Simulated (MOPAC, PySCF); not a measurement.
H4Sn, SMILES `[SnH4]`, neutral singlet in the gas phase. 

Z-matrix (Å, degrees):
```
Sn
H 1 1.7023
H 1 1.7023 2 109.46
H 1 1.7023 2 109.47 3 119.99
H 1 1.7023 2 109.47 3 -120.00
```
Charge 0, spin multiplicity 1.

All levels are single points at this geometry (r2SCAN-D4/def2-TZVP); Pople sets use spherical d functions. Orbital energies aren't observables, and empty levels follow the basis.

```tsv
level	HOMO (eV)	LUMO (eV)	gap (eV)	dipole (D)	vertical IE, Delta-SCF (eV)
r2SCAN-D4/def2-TZVP in PySCF	-8.26	0.12	8.38	0.00	–
B3LYP/6-311+G** (LANL2DZ on Sn) in PySCF	-9.03	0.59	9.61	0.00	–
B3LYP/6-31G* (LANL2DZ on Sn) in PySCF	-9.15	0.94	10.09	0.00	11.78
B3LYP/LANL2DZ in PySCF	-9.10	1.11	10.22	0.00	–
BP86/6-31G* (LANL2DZ on Sn) in PySCF	-8.23	0.38	8.60	0.00	–
M06-2X/6-31G* (LANL2DZ on Sn) in PySCF	-10.41	1.70	12.11	0.00	–
PBE/6-31G* (LANL2DZ on Sn) in PySCF	-8.11	0.40	8.51	0.00	11.47
SVWN5/6-31G* (LANL2DZ on Sn) in PySCF	-8.09	0.31	8.40	0.00	–
HF/6-31G* (LANL2DZ on Sn) in PySCF	-12.32	3.74	16.05	0.00	11.33
AM1 in MOPAC	-10.63	-0.12	10.51	0.00	–
PM3 in MOPAC	-12.87	-0.29	12.57	0.00	–
PM6 in MOPAC	-11.31	2.27	13.58	0.00	–
PM7 in MOPAC	-11.37	3.14	14.52	0.00	–
```
